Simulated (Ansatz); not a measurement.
`O[SiH](F)[SeH]` + `[SiH3]O[SiH](Br)O[SiH3]` → `F[SiH]([SeH])O[SiH3]` + `O[SiH](Br)O[SiH3]`  (redistribution)

Calculated with Ansatz (gas phase, PBE0-D4/def2-TZVP geometries, no zero-point term in ΔE). CCSD(T)/CBS adds triple-zeta CCSD(T) − MP2 to the extrapolated MP2 energy (def2 sets, frozen cores). DFT in def2-TZVPP. B3LYP here is the variant with VWN-RPA as its local correlation; programs differ in this. For Br, Se outer-core shells are correlated without core-valence functions, which leaves a few kJ/mol of doubt a bond. Scalar relativity is left out up to krypton. Each species was taken in one conformer, which may not be the lowest.

```tsv
level	ΔE (kJ/mol)	difference from CCSD(T)/CBS
PBE0-D4	5.3	1.0
B3LYP-D4	5.8	1.5
ωB97X-V	4.8	0.5
B2PLYP	4.3	0.0
B3LYP	4.1	-0.2
CCSD/def2-TZVPP	4.5	0.2
CCSD(T)/def2-TZVPP	4.6	0.3
MP2/def2-QZVPP	4.3	0.0
HF/CBS(def2)	3.4	-0.9
CCSD/CBS(def2)	4.2	-0.1
CCSD(T)/CBS	4.3	0
```

Largest T1 diagnostic among the species: 0.011.
